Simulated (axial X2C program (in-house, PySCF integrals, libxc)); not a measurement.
**Spin–orbit effects down a group: molecules with F (ions), PBE0**

All values come from calculations with an in-house relativistic program for diatomic molecules, spin-free (one-electron X2C) or two-component (2c: spin–orbit coupling with atomic mean-field Coulomb and Gaunt terms, which also bring small scalar terms), in Dyall basis sets with cores contracted in-house; open shells are unrestricted.

Basis sets: Br dyall-acv3z, Cl dyall-av3z, F dyall-av3z, I dyall-acv3z.

```csv
molecule,spin-free state,Re (Å),ωe (cm⁻¹),De (eV),2c state,Re 2c (Å),ωe 2c (cm⁻¹),De 2c (eV)
ClF⁻,"M_S = 1/2, Λ = 0",2.226,309.4,1.52,Ω = 1/2,2.227,309.3,1.52
BrF⁻,"M_S = 1/2, Λ = 0",2.286,279.3,1.66,Ω = 1/2,2.289,277.3,1.67
IF⁻,"M_S = 1/2, Λ = 0",2.343,274.6,n/a,Ω = 1/2,2.352,269.0,n/a
```

Question: Work out the shifts from the spin-free to the two-component result.

Answer: 

```tsv
molecule	2c state	ΔRe (Å)	Δωe (cm⁻¹)	ΔDe (eV)
ClF⁻	Ω = 1/2	0.001	-0.1	0.00
BrF⁻	Ω = 1/2	0.003	-2.0	0.01
IF⁻	Ω = 1/2	0.009	-5.6	n/a
```

Shifts of one unit in the last digit are rounding.

Fragments in 2c: Cl- + F, Br- + F, I + F-. Each entry is the lowest single determinant of a limited PBE0 search at one distance. De goes to single-determinant-based atoms at the same level (for ions the charge split of lowest energy) and is withheld (n/a) where an atom does not fit its ground term or J level. Main or longest-lived isotopes. Some light 2c atoms are not at their ground J level, so De misses part of their lowering (0.04 eV or less). The functionals have no current term, which raises determinants with orbital currents.
